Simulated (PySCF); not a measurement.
## Two-component Hartree-Fock for Ni(2+) (nickel, charge +2)

Start: [Ar] 3d8; 3d3/2 filled at m_j = -1/2, +1/2, +3/2; 3d5/2 filled at m_j = -3/2, -1/2, +1/2, +3/2, +5/2. Calculated with PySCF 2.14 in x2c-TZVPall-2c (6s7p4d1f, 54 functions): generalised Hartree-Fock with the X2C-1e Hamiltonian and a Gaussian nucleus; one run each with spin-orbit coupling (SO) switched off, then screened by Boettger's factors. This is a chosen level, not necessarily the ground level.

| spinor shell | electrons | ε, spin-free (eV) | ε, screened SO (eV) | weight of nominal j (screened SO) | rms radius, screened SO (bohr) |
| --- | --- | --- | --- | --- | --- |
| 1s1/2 | 2 | -8422.3 | -8422.2 | 1.000 | 0.0624 |
| 2s1/2 | 2 | -1070.3 | -1070.2 | 1.000 | 0.265 |
| 2p1/2 | 2 | -919.57 | -931.97 | 0.999 | 0.236 |
| 2p3/2 | 4 | -919.57 | -913.47 | 0.999 | 0.239 |
| 3s1/2 | 2 | -155.44 | -155.42 | 1.000 | 0.796 |
| 3p1/2 | 2 | -109.38 | -113.26 | 0.803 | 0.841 |
| 3d5/2 | 5 | -38.345 | -38.709 | 0.620 | 1.07 |
| 3d3/2 | 3 | -38.345 | -37.746 | 0.641 | 1.08 |

Where does 3p3/2 lie, and what is the 3p spin-orbit splitting (screened SO)?

At -107.44 eV, 5.818 eV above 3p1/2.

```
   quantity    spin-free  screened SO
E (hartree)  -1518.21105  -1518.24826
        M_J            4            4
       ⟨J²⟩       20.006       20.006
       ⟨L²⟩       12.003       12.010
       ⟨S²⟩        2.002        2.002
```

Each row is a mean over spinors that exchange with the open shell spreads, by up to 10.872 eV (3p3/2).

Rows whose weight is well below 1 are mixtures of j = l ± 1/2: exchange outweighs spin-orbit coupling there, and the label is only the starting occupation.

Without spin-orbit coupling the j labels of p, d and f shells carry no meaning; the spin-free column gives the mean over the occupied spinors of each nl shell.
